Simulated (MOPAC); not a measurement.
Job for MOPAC: PM6 on MgTa, 2S+1 = 6, a spin state set in the input, which need not be the lowest, a point of a bond scan (R = 3.082 Å).

```
PM6 1SCF PRECISE CHARGE=0 UHF MS=2.5 THREADS=1
MgTa

Ta     0.00000000 1     0.00000000 1     0.00000000 1
Mg     0.00000000 1     0.00000000 1     3.08185400 1
```

Output:

```
*******************************************************************************
 **                                                                           **
 **                              MOPAC v23.2.5                                **
 **                                                                           **
 *******************************************************************************
 ** MOPAC's Digital Object Identifier: https://doi.org/10.5281/zenodo.6511958 **
 **                                                                           **
 ** Please cite the open-source release paper for use of this MOPAC version:  **
 ** J. E. Moussa and J. J. P. Stewart (2026)                                  **
 ** MOPAC: An open-source semiempirical molecular orbital program             **
 ** J. Open Source Softw., 11(119), 8025, https://doi.org/10.21105/joss.08025 **
 *******************************************************************************

                              PM6 CALCULATION RESULTS

 *******************************************************************************
 *  PM6        - The PM6 Hamiltonian to be used
 *  UHF        - UNRESTRICTED HARTREE-FOCK CALCULATION
 *
 *
 *
 *                 CHARGE ON SYSTEM = 0
 *
 *
 *
 *  MS=        - IN MECI, MAGNETIC COMPONENT OF SPIN =  2.5
 *  PRECISE    - TIGHTER CRITERIA TO BE USED
 *  1SCF       - DO 1 SCF AND THEN STOP
 *  THREADS=1  - MULTI-THREADING NOT USED
 *  T=         - A TIME OF 172800.0 SECONDS REQUESTED
 *  DUMP=N     - RESTART FILE WRITTEN EVERY 7200.0 SECONDS REQUESTED
 *******************************************************************************
PM6 1SCF PRECISE CHARGE=0 UHF MS=2.5 THREADS=1
 MgTa

   ATOM   CHEMICAL          X               Y               Z
  NUMBER   SYMBOL      (ANGSTROMS)     (ANGSTROMS)     (ANGSTROMS)

     1      Ta          0.00000000  *   0.00000000  *   0.00000000  *
     2      Mg          0.00000000  *   0.00000000  *   3.08185400  *



          CARTESIAN COORDINATES

    NO.       ATOM           X           Y           Z

     1        Ta          0.0000      0.0000      0.0000
     2        Mg          0.0000      0.0000      3.0819

 General Reference for PM6:
 "Optimization of Parameters for Semiempirical Methods V: Modification of NDDO Approximations
 and Application to 70 Elements", J. J. P. Stewart, J. Mol. Mod., 13, 1173-1213 (2007)
 URL: https://link.springer.com/article/10.1007/s00894-007-0233-4

           Empirical Formula: Ta Mg  =     2 atoms



      MOLECULAR POINT GROUP   :   C*v


          UHF CALCULATION, NO. OF ALPHA ELECTRONS =    6
                           NO. OF BETA  ELECTRONS =    1

 -------------------------------------------------------------------------------
 PM6 1SCF PRECISE CHARGE=0 UHF MS=2.5 THREADS=1
 MgTa



     1SCF WAS SPECIFIED, SO BFGS WAS NOT USED
     SCF FIELD WAS ACHIEVED


                              PM6 CALCULATION
                                                       MOPAC v23.2.5 Linux




          FINAL HEAT OF FORMATION =        214.78193 KCAL/MOL =     898.64759 KJ/MOL


          COSMO AREA              =        110.89 SQUARE ANGSTROMS
          COSMO VOLUME            =         99.20 CUBIC ANGSTROMS

          IONIZATION POTENTIAL    =          5.963836 EV
          ALPHA SOMO LUMO (EV)    =         -5.964 -0.249
          BETA  SOMO LUMO (EV)    =         -7.738 -0.560
          NO. OF ALPHA ELECTRONS  =          6
          NO. OF BETA  ELECTRONS  =          1
          MOLECULAR WEIGHT        =        205.2529         POINT GROUP:  C*v

          MOLECULAR DIMENSIONS (Angstroms)

            Atom       Atom       Distance
           Mg     2   Ta     1     3.08185
           Mg     2   Ta     1     0.00000
           Ta     1   Mg     2     0.00000


          SCF CALCULATIONS        =          1





   ATOM   CHEMICAL          X               Y               Z
  NUMBER   SYMBOL      (ANGSTROMS)     (ANGSTROMS)     (ANGSTROMS)

     1      Ta          0.00000000  *   0.00000000  *   0.00000000  *
     2      Mg          0.00000000  *   0.00000000  *   3.08185400  *

                             CARTESIAN COORDINATES

   1   Ta        0.000000000     0.000000000     0.000000000
   2   Mg        0.000000000     0.000000000     3.081854000


           Empirical Formula: Ta Mg  =     2 atoms



      MOLECULAR POINT GROUP   :   C*v


          ALPHA EIGENVALUES
  -8.21467  -6.33153  -6.33153  -6.21473  -5.96384  -5.96384  -0.24875  -0.24875
  -0.20837   3.96091  48.05636  48.05636  48.77831


           BETA EIGENVALUES
  -7.73813  -0.55972  -0.55972  -0.51462   1.94525   6.23937   6.60624   6.60624
   7.07366   7.07366  53.68039  54.87084  54.87084


              NET ATOMIC CHARGES AND DIPOLE CONTRIBUTIONS

  ATOM NO.   TYPE          CHARGE      No. of ELECS.   s-Pop       p-Pop       d-Pop
    1         Ta          -0.002310        5.0023     0.98415     0.00009     4.01807
    2         Mg           0.002310        1.9977     1.83755     0.16014
 DIPOLE           X         Y         Z       TOTAL
 POINT-CHG.     0.000     0.000     0.034     0.034
 HYBRID         0.000     0.000    -0.431     0.431
 SUM            0.000     0.000    -0.397     0.397


          ATOMIC ORBITAL ELECTRON POPULATIONS

     Atom    s        px        py        pz      x^2-y^2     xz        z^2       yz        xy
    1 Ta   0.98415   0.00000   0.00000   0.00009   1.00000   0.93870   0.14066   0.93870   1.00000
    2 Mg   1.83755   0.06130   0.06130   0.03755


                    (SZ)    =    2.500000
                    (S**2)  =    8.754131


          ATOMIC ORBITAL SPIN POPULATIONS

    Atom   Total    s     px     py     pz   x^2-y^2  xz     z^2    yz     xy
         Atomic
    1 Ta  4.8576  0.944  0.000  0.000  0.000  1.000  0.939  0.036  0.939  1.000
    2 Mg  0.1424 -0.017  0.061  0.061  0.037

 **********************
 *                    *
 * JOB ENDED NORMALLY *
 *                    *
 **********************




 == MOPAC DONE ==
```

The run finished.

Cost: about 0.04 core-seconds (a rough figure).
